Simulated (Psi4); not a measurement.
C$_{2}$H$_{6}$N (SMILES [CH2-]NC), charge -1, singlet, at a GFN2-xTB geometry (a gas-phase anion, which may not be bound at this level). Base run: CCSD/3-21G (Psi4).

The Psi4 input:
```
memory 2 GB

molecule {
-1 1
  C     0.06838840   -0.34344719    1.28001260
  N    -0.02031578    0.57728452    0.03028326
  C    -0.01464409   -0.23244926   -1.15661628
  H     0.07446949    0.42980237    2.12358233
  H    -1.00128293   -0.74920637    1.34561699
  H     0.85112316    1.11606852    0.04720825
  H     0.82050456   -0.96673735   -1.22449252
  H     0.01871469    0.39617056   -2.06419785
  H    -0.94378425   -0.81171072   -1.18007793
}

set basis 3-21g

energy('ccsd')
print_variables()
```

The base run was repeated with changes; each row names its change, and settings that it needs were set with it.

| change | ΔE vs base (mEh) | MP2 correlation (Eh) | CC correlation without the perturbative part (Eh) | basis functions |
|---|---|---|---|---|
| base | 0.000 | -0.29334 | -0.32888 | 39 |
| method = qcisd(t) | -8.562 | -0.29334 | - | 39 |
| method = omp2 | 32.507 | -0.29323 | - | 39 |
| scf_type = pk; mp2_type = conv | 0.000 | -0.29334 | -0.32888 | 39 |
| method = cisd | 33.020 | -0.29334 | - | 39 |
| method = lccd | [?] | -0.29334 | - | 39 |
| freeze_core = on | [?] | [?] | [?] | 39 |
| method = fno-ccsd(t) | -8.220 | -0.29334 | -0.32888 | 39 |
| cc_type = df | 0.101 | -0.29323 | -0.32885 | 39 |
| method = mp2.5 | [?] | -0.29323 | - | 39 |

Problem. What belongs in the gaps?

Solution. 
- method = lccd, ΔE vs base (mEh): -2.305
- freeze_core = on, ΔE vs base (mEh): 4.671
- freeze_core = on, MP2 correlation (Eh): -0.28833
- freeze_core = on, CC correlation without the perturbative part (Eh): -0.32421
- method = mp2.5, ΔE vs base (mEh): 24.167

A gas-phase anion may not be bound at this level; its values then depend on the basis.
